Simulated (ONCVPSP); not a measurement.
# Configuration tests for Al (ONCV)

ONCVPSP 4.0.1 input, shortened (lines: element, Z, core and valence counts, functional; n l f; lmax; l rc ep ncon nbas qcut; lloc lpopt rc5 dvloc0; l nproj debl; icmod fcfact rcfact), PBE, scalar-relativistic:

```
  Al 13.00    3    1        4      upf
    1    0    2.00
    2    0    2.00
    2    1    6.00
    3    0    1.50
    2
    0    1.55    0.00    4    7    4.50
    1    1.55    0.31    5    9    4.40
    2    1.65    0.19    4    8    6.90
    0    5    1.55    0.00
    0    0    3.90
    1    2    1.20
    2    2    2.80
    3    3.75    1.35
```

In the p channel the program set the typed energies aside and used 0.050, 1.250 Ha.

Energies are relative to the spin-unpolarised reference configuration 3s1.5; without spin polarisation the order of configurations can differ from experiment.

```csv
valence configuration,charge,ΔE all-electron (eV),error AE − PS (meV)
3s2,+1,-8.494,+1.5
3s1,+2,10.731,+5.8
```

(1) What are ΔE and the potential's error for 3s2 3p1?

(2) What are ΔE and the potential's error for 3s1 3p2?

Levels in the configuration 3s1 3p2:

```tsv
level	all-electron (eV)	pseudo (eV)
3s	-8.574	-8.564
3p	-3.343	-3.336
```

Note: ghosts flagged at negative energy: p at -44.6 eV (a further GHOST(-) flag falls on a real empty level of the atom); no localised positive-energy state flagged. A true bound ghost makes a file unfit for plane-wave use.

Answers

(1) ΔE = -14.256 eV all-electron; the error (AE − PS) is -14 meV.

(2) ΔE = -9.116 eV all-electron; the error (AE − PS) is -21 meV.
